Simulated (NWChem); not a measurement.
Species: GeHOCl, singlet; SMILES [OH][Ge][Cl]

```xyz
4

Ge     0.3753     0.5222     0.0000
Cl    -0.1236    -1.6128     0.0000
O     -1.3042     1.1216     0.0000
H     -1.3502     2.0866     0.0000
```
Atoms are numbered in this order, from 1.

Low-valent species are run as closed-shell singlets; no triplet was tried in these runs. The geometry was optimised at PBE0/def2-SVP.

### Question
Give the principal values of the shielding tensors (ppm) of Ge1, Cl2, O3 from B3LYP/6-311G** (spherical d), GIAO (NWChem), with their diamagnetic and paramagnetic parts as GIAO splits them.

### Answer
| atom | σ11 | σ22 | σ33 | isotropic | diamagnetic | paramagnetic |
|---|---|---|---|---|---|---|
| Ge1 | 269.8 | 1078.0 | 1258.0 | 868.6 | 2753.6 | -1885.0 |
| Cl2 | -50.1 | 640.8 | 951.3 | 514.0 | 1147.6 | -633.5 |
| O3 | -397.7 | 213.3 | 218.0 | 11.2 | 389.3 | -378.1 |
